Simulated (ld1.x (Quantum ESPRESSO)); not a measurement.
## Hg: one change to an RRKJ potential, before and after

Hg (Z = 80), norm-conserving RRKJ (Kleinman–Bylander form), made with ld1.x (Quantum ESPRESSO) 7.5 (LDA (PZ), fully relativistic). Core [Kr] 4d10 4f14 5s2, reference 5p6 5d10 6s2 6p0. Waves: 6s (bound): rc 1.95 bohr; 5p (bound): rc 1.70 bohr; 5d (bound): rc 1.80 bohr. Local part: all-electron potential smoothed inside 1.65 bohr (lloc = -1). Core correction: none. rho0 = 0.005.

Open shells are filled in proportion to 2j + 1 (rel_dist='average').

Change: wave 5d (bound): rc 1.80 bohr becomes 5d (bound): rc 1.98 bohr.

Cutoffs: the cutoffs (Ry, on a coarse ladder) from which the occupation-weighted sum of valence levels, in a spherical-Bessel basis at the reference potential, stays within 10 and 1 mRy of its value at 400 Ry; they do not see the model core or the augmentation charge, which bear on the density cutoff. Errors are all-electron minus pseudo energies relative to the spin-unpolarised reference configuration.

Q: What does the change do?

A: The potential gets neither clearly harder nor softer (45 Ry and 50 Ry → 40 Ry and 50 Ry); both files keep a bound ghost (s); of the 7 tests that both files solve, the error grows in 0 and shrinks in 1 by more than 15 % and 0.3 meV (median size 112.8 → 112.4 meV); the range in which the d3/2 phases agree narrows (upper end at the end of the scan → 3.5).

```csv
quantity,base,changed
"cutoff, loose",45 Ry,40 Ry
"cutoff, tight",50 Ry,50 Ry
loose cutoff by channel (10 mRy a level),"s 18 Ry, p 35 Ry, d 40 Ry","s 18 Ry, p 35 Ry, d 35 Ry"
bound ghosts,s,s
"error for 5p6 5d10 6s1 6p0, meV [ΔE 11.06 eV]",-5.3,-4.6
"error for 5p6 5d10 6s0 6p0, meV [ΔE 30.46 eV]",-28,-26
"error for 5p6 5d9 6s0 6p0, meV [ΔE 66.28 eV]",+24,+20
"error for 5p6 5d10 6s0 6p1, meV [ΔE 18.49 eV]",-264,-262
"error for 5p6 5d9 6s2 6p1, meV [ΔE 10.28 eV]",-141,-137
"error for 5p6 5d10 6s0 6p2, meV [ΔE 12.63 eV]",-309,-308
"error for 5p6 5d10 6s1 6p1, meV [ΔE 6.09 eV]",-113,-112
s: phases at 2.14 bohr within 0.05 rad from the reference energy up to (Ry; the scan ends near 5),4.0,4.0
p1/2: phases at 2.14 bohr within 0.05 rad from the reference energy up to (Ry; the scan ends near 5),-0.5,-0.5
p3/2: phases at 2.14 bohr within 0.05 rad from the reference energy up to (Ry; the scan ends near 5),-0.6,-0.6
d3/2: phases at 2.14 bohr within 0.05 rad from the reference energy up to (Ry; the scan ends near 5),to the end of the scan,3.5
d5/2: phases at 2.14 bohr within 0.05 rad from the reference energy up to (Ry; the scan ends near 5),to the end of the scan,4.3
```

 A true bound ghost makes a file unfit for plane-wave use even where its test errors are small: the radial tests pick states by their node count and pass the ghost by.
